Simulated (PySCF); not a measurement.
This PySCF input asks for the NMR shieldings of `N[Si@@H](C=O)C[SiH2][SiH3]`, C$_{2}$H$_{11}$NOSi$_{3}$; the geometry comes from GFN2-xTB.

```python
import basis_set_exchange as bse
import numpy as np
from pyscf import gto, dft
from pyscf.prop import nmr

atoms = """
N    -0.860509   -1.737376   -0.318579
Si   -1.442486   -0.159834   -0.650710
C    -3.098762   -0.103336    0.310814
O    -3.654539   -1.087494    0.731438
C    -0.251666    1.146386    0.034995
Si    1.402970    1.309234   -0.895407
Si    2.872254   -0.415845   -0.458455
H    -1.537869   -2.450943   -0.098562
H    -0.070743   -2.126071   -0.805862
H    -1.783334    0.154501   -2.050907
H    -3.573026    0.889347    0.475701
H    -0.752696    2.114374    0.009499
H    -0.048055    0.940264    1.086469
H     1.974945    2.614864   -0.516373
H     1.078588    1.433024   -2.326183
H     3.667628   -0.190536    0.752130
H     2.228328   -1.722103   -0.276232
H     3.840212   -0.602139   -1.544952
"""
names = dict.fromkeys(["N", "Si", "C", "O", "H"], "pcSseg-1")
basis = {el: gto.basis.parse(bse.get_basis(n, elements=[el], fmt="nwchem")) for el, n in names.items()}
mol = gto.M(atom=atoms, basis=basis, charge=0, verbose=0)
mf = dft.RKS(mol, xc="PBE0")
mf.grids.level = 2
mf.grids.alignment = dft.numint.BLKSIZE   # the property module wants whole blocks of grid points
mf.conv_tol = 1e-9
mf.kernel()

calc = nmr.RKS(mf)   # GIAO
C = mf.mo_coeff
Co = C[:, mf.mo_occ > 0]
resp = mf.gen_response(singlet=True, hermi=2)
def vind(x):   # induced exchange potential for any number of trial vectors
    d = np.einsum("pi,xij,qj->xpq", C, 2 * x.reshape(-1, C.shape[1], Co.shape[1]), Co, optimize=True)
    return np.einsum("xpq,pi,qj->xij", resp(d - d.transpose(0, 2, 1)), C, Co, optimize=True).ravel()
mo1, _ = nmr.rhf.solve_mo1(calc, with_cphf=vind)
sigma = calc.kernel(mo1)
for i, s in enumerate(sigma):   # ppm
    w = np.linalg.eigvalsh((s + s.T) / 2)
    print("%2d %-2s iso %8.1f  s11 %8.1f  s22 %8.1f  s33 %8.1f" % (i, mol.atom_pure_symbol(i), w.mean(), *w))
```

Question: Give the expected output.

Answer: 
```
 0 N  iso    258.0  s11    239.8  s22    251.4  s33    282.9
 1 Si iso    384.6  s11    326.5  s22    386.1  s33    441.4
 2 C  iso    -61.0  s11   -191.0  s22    -84.4  s33     92.4
 3 O  iso   -578.5  s11  -1617.3  s22   -544.1  s33    426.1
 4 C  iso    194.1  s11    172.7  s22    201.4  s33    208.3
 5 Si iso    428.5  s11    401.9  s22    410.4  s33    473.1
 6 Si iso    467.1  s11    452.3  s22    466.1  s33    482.9
 7 H  iso     30.5  s11     21.7  s22     26.0  s33     43.8
 8 H  iso     31.5  s11     23.0  s22     29.4  s33     42.1
 9 H  iso     26.7  s11     22.5  s22     25.7  s33     31.7
10 H  iso     19.5  s11     13.6  s22     20.3  s33     24.7
11 H  iso     31.5  s11     25.8  s22     28.3  s33     40.4
12 H  iso     31.8  s11     27.5  s22     29.1  s33     38.7
13 H  iso     27.3  s11     23.3  s22     25.4  s33     33.3
14 H  iso     27.5  s11     24.2  s22     25.9  s33     32.5
15 H  iso     28.1  s11     24.9  s22     25.6  s33     34.0
16 H  iso     28.2  s11     23.6  s22     28.2  s33     33.0
17 H  iso     28.2  s11     24.9  s22     25.5  s33     34.3
```

These numbers come from an equivalent density-fitted implementation of the same equations, which agrees with the script to about 0.01 ppm for H and up to a few tenths of a ppm for heavy atoms, so last digits may differ.

Question: Turn these shieldings into chemical shifts. Chemical shifts δ = σref − σ; NH3 for $^{15}$N (267.73 ppm); TMS for $^{29}$Si (349.16 ppm) and $^{13}$C (186.93 ppm) and $^{1}$H (31.72 ppm); H2O for $^{17}$O (336.08 ppm), all at this level.

Answer: Averaging equivalent atoms: N 0: 9.7; Si 1: -35.5; Si 5: -79.3; Si 6: -118.0; C 2: 247.9; C 4: -7.2; O 3: 914.5; H 10: 12.19; H 9: 5.06; H 13: 4.42; H 14: 4.19; H 15/16/17: 3.50; H 7/8: 0.72; H 11: 0.22; H 12: -0.05 ppm. Unscaled 17O shifts of doubly bonded oxygen tend to come out too high, by tens of ppm or more. Experimental scales use liquid or dissolved standards, which lie at an offset from isolated NH3 (liquid NH3: subtract about 20 ppm) and H2O (liquid H2O: subtract about 36 ppm).

Size and cost of the density-fitted run: 195 basis functions, 96 s wall time on 1 thread of an Intel Xeon, shared host; peak memory 0.87 GiB.
